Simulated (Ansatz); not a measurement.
## Nudged elastic band run: AlFH₃NSi

Input:

```yaml
crystal:
  periodic: [false, false, false]
  atoms:
    - { symbol: F, position_ang: [-1.360816, -1.870934, 0.240567] }
    - { symbol: Si, position_ang: [-0.282817, -0.873571, -0.479052] }
    - { symbol: "N", position_ang: [0.62588, 0.145441, 0.61919] }
    - { symbol: Al, position_ang: [-0.30242, 1.413542, -0.256412] }
    - { symbol: H, position_ang: [0.505467, -1.796397, -1.349563] }
    - { symbol: H, position_ang: [1.300424, -0.07448, 1.348369] }
    - { symbol: H, position_ang: [-0.424618, 2.988301, -0.1687] }
basis:
  gaussian: { orbitals: def2-SVP }
hamiltonian:
  xc: pbe0
neb:
  order_check: false
  images: 7
  f_tol: 0.05
  max_iterations: 60
  spring: 50.0
  final_atoms:
    - { symbol: F, position_ang: [-1.51151368, -0.27504986, 0.76946035] }
    - { symbol: Si, position_ang: [-0.78768294, -1.4465616, -0.64612119] }
    - { symbol: "N", position_ang: [0.80751532, -0.43319887, 0.00965389] }
    - { symbol: Al, position_ang: [-0.62757149, 0.85698469, -0.41280696] }
    - { symbol: H, position_ang: [1.59204735, -0.47886338, -0.64291531] }
    - { symbol: H, position_ang: [1.15808022, -0.68869715, 0.93598235] }
    - { symbol: H, position_ang: [-0.56977479, 2.39728817, -0.05885413] }
  initial_path:
    images:
      - { positions_ang: [[-1.360816, -1.870934, 0.240567], [-0.282817, -0.873571, -0.479052], [0.62588, 0.145441, 0.61919], [-0.30242, 1.413542, -0.256412], [0.505467, -1.796397, -1.349563], [1.300424, -0.07448, 1.348369], [-0.424618, 2.988301, -0.1687]] }
      - { positions_ang: [[-1.35372524, -1.87398149, 0.31660101], [-0.34595178, -0.8813265, -0.50408873], [0.69281957, 0.06666388, 0.50991793], [-0.26885667, 1.39360366, -0.19921532], [0.56411387, -1.56776589, -1.24182516], [1.20275433, -0.15822634, 1.31196185], [-0.43005407, 2.95293469, -0.23895258]] }
      - { positions_ang: [[-1.34663449, -1.87702898, 0.39263502], [-0.40908657, -0.889082, -0.52912546], [0.75975913, -0.01211323, 0.40064586], [-0.23529334, 1.37366532, -0.14201863], [0.62276073, -1.33913479, -1.13408732], [1.10508467, -0.24197269, 1.27555469], [-0.43549014, 2.91756837, -0.30920516]] }
      - { positions_ang: [[-1.33954373, -1.88007647, 0.46866904], [-0.47222135, -0.89683751, -0.55416219], [0.8266987, -0.09089035, 0.2913738], [-0.20173001, 1.35372698, -0.08482195], [0.6814076, -1.11050368, -1.02634948], [1.007415, -0.32571903, 1.23914754], [-0.4409262, 2.88220206, -0.37945775]] }
      - { positions_ang: [[-1.33245298, -1.88312396, 0.54470305], [-0.53535614, -0.90459301, -0.57919893], [0.89363826, -0.16966747, 0.18210173], [-0.16816668, 1.33378864, -0.02762526], [0.74005447, -0.88187257, -0.91861164], [0.90974533, -0.40946537, 1.20274038], [-0.44636227, 2.84683574, -0.44971033]] }
      - { positions_ang: [[-1.37721815, -1.48110544, 0.60089237], [-0.59843784, -1.04008516, -0.59592949], [0.87210753, -0.23555032, 0.13898977], [-0.28301788, 1.21458765, -0.12392069], [0.95305269, -0.78112027, -0.84968756], [0.97182905, -0.47927332, 1.13605088], [-0.4772154, 2.73444885, -0.35199628]] }
      - { positions_ang: [[-1.42198333, -1.07908691, 0.6570817], [-0.66151954, -1.1755773, -0.61266006], [0.85057679, -0.30143317, 0.09587781], [-0.39786908, 1.09538667, -0.22021611], [1.16605091, -0.68036797, -0.78076348], [1.03391278, -0.54908126, 1.06936137], [-0.50806853, 2.62206195, -0.25428223]] }
      - { positions_ang: [[-1.4667485, -0.67706838, 0.71327102], [-0.72460124, -1.31106945, -0.62939063], [0.82904605, -0.36731602, 0.05276585], [-0.51272028, 0.97618568, -0.31651153], [1.37904913, -0.57961568, -0.7118394], [1.0959965, -0.61888921, 1.00267186], [-0.53892166, 2.50967506, -0.15656818]] }
      - { positions_ang: [[-1.51151368, -0.27504986, 0.76946035], [-0.78768294, -1.4465616, -0.64612119], [0.80751532, -0.43319887, 0.00965389], [-0.62757149, 0.85698469, -0.41280696], [1.59204735, -0.47886338, -0.64291531], [1.15808022, -0.68869715, 0.93598235], [-0.56977479, 2.39728817, -0.05885413]] }
```

Run as:

```bash
$ ansatz run input.yaml --threads 1 --pin off --max-ram 2048MiB --backend cpu --events-out ev --progress --plain --runs-dir out
```

Output, in part (warnings, iteration lines, the closing report on the highest movable image, with atoms numbered from 0):

```
NEB end point (image 0): max|allowed force component| = 1.279e-2 eV/Å (the criterion of neb.relax_end_points is 1.000e-2)
NEB end point (image 8): max|allowed force component| = 1.020e-2 eV/Å (the criterion of neb.relax_end_points is 1.000e-2)
NEB iter   1: max|band force component| = 8.897e0 eV/Å  barrier→ = 4.9604 eV  barrier← = 4.2320 eV  Δτ_max = 0.1932 Å  (244 SCF iters)
NEB iter   2: max|band force component| = 5.687e0 eV/Å  barrier→ = 4.1001 eV  barrier← = 3.3717 eV  Δτ_max = 0.2000 Å  (208 SCF iters)
NEB iter   3: max|band force component| = 3.194e0 eV/Å  barrier→ = 3.1333 eV  barrier← = 2.4049 eV  Δτ_max = 0.2000 Å  (210 SCF iters)
NEB iter   4: max|band force component| = 2.257e0 eV/Å  barrier→ = 2.8176 eV  barrier← = 2.0892 eV  Δτ_max = 0.1440 Å  (204 SCF iters)
NEB iter   5: max|band force component| = 6.505e-1 eV/Å  barrier→ = 2.7169 eV  barrier← = 1.9885 eV  Δτ_max = 0.1436 Å  (200 SCF iters)
NEB iter   6: max|band force component| = 3.445e-1 eV/Å  barrier→ = 2.6703 eV  barrier← = 1.9418 eV  CI = image 3  Δτ_max = 0.0566 Å  (197 SCF iters)
NEB iter   7: max|band force component| = 2.172e-1 eV/Å  barrier→ = 2.6515 eV  barrier← = 1.9231 eV  CI = image 3  Δτ_max = 0.0400 Å  (195 SCF iters)
NEB iter   8: max|band force component| = 1.513e-1 eV/Å  barrier→ = 2.6455 eV  barrier← = 1.9170 eV  CI = image 3  Δτ_max = 0.0231 Å  (192 SCF iters)
NEB iter   9: max|band force component| = 9.263e-2 eV/Å  barrier→ = 2.6417 eV  barrier← = 1.9133 eV  CI = image 3  Δτ_max = 0.0192 Å  (197 SCF iters)
NEB iter  10: max|band force component| = 5.497e-2 eV/Å  barrier→ = 2.6403 eV  barrier← = 1.9119 eV  CI = image 3  Δτ_max = 0.0081 Å  (187 SCF iters)
NEB iter  11: max|band force component| = 2.686e-2 eV/Å  barrier→ = 2.6400 eV  barrier← = 1.9116 eV  CI = image 3  Δτ_max = 0.0000 Å  (356 SCF iters)
Total energy: -18710.46875272 eV, -687.5970442511 hartree
Atom 0 at    -1.667081    -1.633483     0.434472 Å, force    -0.005678    -0.009587     0.005869 eV/Å
Atom 1 at    -0.656551    -1.063667    -0.735731 Å, force     0.000437     0.009913    -0.003731 eV/Å
Atom 2 at     0.812941     0.043396     0.268230 Å, force    -0.000265     0.014438     0.007383 eV/Å
Atom 3 at    -0.286037     1.260286    -0.367624 Å, force    -0.001977    -0.008077    -0.013034 eV/Å
Atom 4 at     0.895229    -1.167523    -0.539460 Å, force     0.005059    -0.005766     0.001955 eV/Å
Atom 5 at     1.496609    -0.286195     0.941058 Å, force     0.004519    -0.012591    -0.001886 eV/Å
Atom 6 at    -0.534011     2.779087    -0.046546 Å, force    -0.002095     0.011670     0.003444 eV/Å
Dipole moment:     0.280172     0.367153    -0.026276 e Å
```

The forces met the threshold. Neighbouring images differ by up to 1.3 eV, so the band resolves the path poorly. Another band between the same ends (7 images) ends at a top of the same energy, where a vibrational analysis finds 1 clearly imaginary mode. The orbitals stay closed-shell, which can raise the energy where a bond breaks towards radicals; this wasn't checked here.

Final band (atoms are numbered from 1 in the order of the input):

```tsv
image	path coordinate (Å)	energy (eV)	Si2–H5 (Å)	F1–Al4 (Å)	N3–H5 (Å)
0	0.00	0.00	1.49	3.49	2.77
1	0.54	0.24	1.48	3.42	2.48
2	1.08	1.37	1.46	3.38	2.00
3	1.62	2.64	1.57	3.31	1.46
4	2.20	1.51	2.05	3.22	1.04
5	2.77	1.10	2.37	3.11	1.02
6	3.34	0.94	2.55	2.89	1.02
7	3.92	0.91	2.59	2.34	1.02
8	4.49	0.73	2.57	1.86	1.02
```

Run time: 2.1 min on 1 thread of Intel(R) Xeon(R) 6975P-C (Granite Rapids), with other jobs on the host, peak memory 0.16 GiB.
